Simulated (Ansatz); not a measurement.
Calculated with Ansatz (gas phase, PBE0-D4/def2-TZVP geometries, no zero-point term in ΔE). CBS: MP2 limit from def2 TZ/QZ plus the TZ coupled-cluster correction, frozen cores. This one scheme is used for every species, atoms too. DFT in def2-TZVPP. No spin–orbit coupling; open shells (•) take unrestricted orbitals. Spin–orbit coupling would lower the free atoms: a little for C, Cl, S; strongly for Sn. Elements past krypton have def2 core potentials. Bonds to Sn are less sure, by a few kJ/mol each and by 10 to 20 or more in all where they break to atoms, as the def2 sets lack core-valence functions. One conformer a species, not always the lowest.

Reaction (atomization): `C[S][Sn]([Cl])([Cl])[S]C` → 2 C• + 2 Cl• + 6 H• + 2 S• + Sn•

`C[S][Sn]([Cl])([Cl])[S]C`:

Z-matrix (Å, degrees):
```
C
S 1 1.818
H 1 1.089 2 111.1
H 1 1.090 2 105.7 3 -118.2
H 1 1.089 2 111.2 3 123.5
Sn 2 2.370 1 99.6 3 -66.3
Cl 6 2.316 2 111.2 1 68.4
Cl 6 2.332 2 106.8 1 -46.2
S 6 2.363 2 113.8 1 -167.6
C 9 1.821 6 98.3 2 66.5
H 10 1.089 9 111.6 6 -63.5
H 10 1.090 9 105.5 6 178.3
H 10 1.089 9 111.2 6 60.3
```

```tsv
level	ΔE (eV)	difference from CCSD(T)/CBS
PBE-D4	46.22	0.71
revPBE-D4	45.09	-0.42
PBE	45.72	0.21
revPBE	43.91	-1.60
r2SCAN0	44.72	-0.79
MP2/def2-SVP	42.52	-2.99
CCSD/def2-SVP	41.38	-4.13
HF/def2-TZVPP	32.52	-12.99
MP2/def2-TZVPP	44.72	-0.79
MP2/def2-QZVPP	45.65	0.14
CCSD(T)/CBS	45.51	0
```

Largest T1 diagnostic among the species: 0.012.

From PBE to PBE0 (25 % exact exchange), in def2-TZVPP and without D4, ΔE moves by −0.62 eV: exact exchange takes away binding that semilocal exchange gives to molecules. The D4 term adds +0.81 eV with B3LYP and +0.44 eV with PBE0; it sums over pairs of atoms, weighted by their polarisabilities, and B3LYP, whose exchange is more repulsive, gets the larger term. In def2-TZVPP, CCSD(T) changes the Hartree–Fock value by +11.41 eV (the triples alone add +0.89 eV) and MP2 by +12.20 eV; breaking electron pairs costs correlation energy, which Hartree–Fock lacks.

B3LYP here is the variant with VWN-RPA as its local correlation; programs differ in this.

For atomizations the MP2-based limit and the directly extrapolated one differ by several kJ/mol either way, and by 10 to 25 for some Ge, Se and Sn compounds, so smaller differences from it don't rank the levels.
